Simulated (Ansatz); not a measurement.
WH+, multiplicity 5 (lowest of 2S+1 = 1, 3, 5, 7, 9 at CCSD(T)/def2-TZVPP on PBE0 minima; our sources give no spin for the ground state, which may be another), most abundant isotopes (183.9509 and 1.0078 u). Constants from fifth-degree fits in 1/R to seven points on the lowest solution found; no spin–orbit coupling, no relativity up to Kr; ω_e x_e and α_e move by some per cent with the fit.

Correlated levels freeze the inner cores; with def2 sets outer-core shells near the valence are correlated too. CBS(a, b) extrapolates the correlation energy as X⁻³ and adds the Hartree–Fock energy of set b.

Run with Ansatz (a program for electronic structure) with Gaussian orbitals.  In def2 rows elements past Kr take small-core potentials, without spin–orbit coupling.

```csv
level,r_e (Å),ω_e (cm⁻¹),ω_e x_e (cm⁻¹),α_e (cm⁻¹)
PBE/def2-TZVPP,1.6955,1973.0,31.6,0.136
"CCSD(T)/CBS(def2-TZVPP, def2-QZVPP)",1.6909,2014.0,28.1,0.126
```

Task: Derive the rotational constants, the centrifugal constant, the fundamental, the zero-point energy and the force constant.

Result: 
μ = 1.00233 u.
- PBE/def2-TZVPP: B_e = 16.8576/(μ r_e²) = 5.8504 cm⁻¹; B₀ = B_e − α_e/2 = 5.7822 cm⁻¹; D = 4B_e³/ω_e² = 2.06e-04 cm⁻¹; fundamental ω_e − 2ω_e x_e = 1910 cm⁻¹; zero-point energy ω_e/2 − ω_e x_e/4 = 979 cm⁻¹; k = μ(2πcω_e)² = 230 N/m
- CCSD(T)/CBS(def2-TZVPP, def2-QZVPP): B_e = 16.8576/(μ r_e²) = 5.8821 cm⁻¹; B₀ = B_e − α_e/2 = 5.8190 cm⁻¹; D = 4B_e³/ω_e² = 2.01e-04 cm⁻¹; fundamental ω_e − 2ω_e x_e = 1958 cm⁻¹; zero-point energy ω_e/2 − ω_e x_e/4 = 1000 cm⁻¹; k = μ(2πcω_e)² = 240 N/m
